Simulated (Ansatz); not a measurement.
Two isomers of CH6FNSSi: A = `CS[SiH](N)F`, B = `CN[SiH](F)S`.

Program: Ansatz. Geometries: PBE0-D4/def2-TZVP. ΔE: electronic, gas phase. CCSD(T)/CBS adds triple-zeta CCSD(T) − MP2 to the extrapolated MP2 energy (def2 sets, frozen cores). Functionals use def2-TZVPP. B3LYP here is the variant with VWN-RPA as its local correlation; programs differ in this. Each species was taken in one conformer, which may not be the lowest.

**Question.** Which isomer does CCSD(T)/CBS put lower? Give the gap. (Best estimate.)

**Answer.** Ansatz gave: A, by 31.7 kJ/mol.

**Question.** Give E(B) − E(A) in kJ/mol with B2PLYP, PBE-D4, MP2/def2-TZVPP, CCSD/def2-TZVPP, ωB97M-V, B3LYP, CCSD(T)/def2-TZVPP. (An estimate is asked.)

**Answer.** Computed: B2PLYP 30.4, PBE-D4 31.6, MP2/def2-TZVPP 31.4, CCSD/def2-TZVPP 26.3, ωB97M-V 30.7, B3LYP 29.5, CCSD(T)/def2-TZVPP 27.5. None reverses the order clearly.

Largest T1 diagnostic: 0.011.
